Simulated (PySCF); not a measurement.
Two species compared at the same levels of theory.

First species: C₈H₁₃F.
SMILES: `C=C(CC)C(=C)CCF`

Second species: C3H12SSi3.
SMILES: `[SiH3]C[C@@H]1C[Si@@H](S)[SiH2]1`

Levels: PBE0/pcSseg-1 for dipole moment, HOMO energy, LUMO energy and HOMO–LUMO gap; GFN2-xTB for rotational constant A and rotational constant C. Geometries: GFN2-xTB. Each species is one conformer at its optimised geometry, gas phase, non-relativistic unless stated. Electronic properties by PySCF.

The conformers computed, where there is a choice (atom-mapped SMILES and torsion angles):
- `[CH2:1]=[C:2]([CH2:3][CH3:4])[C:5](=[CH2:6])[CH2:7][CH2:8][F:9]`: C1–C2–C3–C4 -114°, C1–C2–C5–C6 -139°, C2–C5–C7–C8 63°, C5–C7–C8–F9 -178°
- `[SiH3:1][CH2:2][C@@H:3]1[CH2:4][Si@@H:5]([SH:6])[SiH2:7]1`: Si1–C2–C3–C4 -62°, H–S6–Si5–C4 47°

Values for the first species:

```
Dipole moment         : 1.99 D
HOMO energy           : -6.92 eV
LUMO energy           : -0.70 eV
HOMO–LUMO gap         : 6.22 eV
Rotational constant A : 2.103 GHz
Rotational constant C : 0.933 GHz
```

Estimate the same properties for the second species, and the change in each.

| property | first | second | second less first |
| --- | --- | --- | --- |
| dipole moment | 1.99 D | 1.75 D | -0.24 D |
| HOMO energy | -6.92 eV | -6.97 eV | -0.05 eV |
| LUMO energy | -0.70 eV | -0.68 eV | +0.02 eV |
| HOMO–LUMO gap | 6.22 eV | 6.29 eV | +0.07 eV |
| rotational constant A | 2.103 GHz | 2.251 GHz | +0.148 GHz |
| rotational constant C | 0.933 GHz | 0.483 GHz | -0.450 GHz |

On the first: The dipole matches unit charges of opposite sign 0.41 Å apart (1 e·Å = 4.8032 D).

On the second: A dipole of 1.75 D is allowed in C1, and pure rotational transitions are dipole-allowed. The dipole matches unit charges of opposite sign 0.36 Å apart (1 e·Å = 4.8032 D).
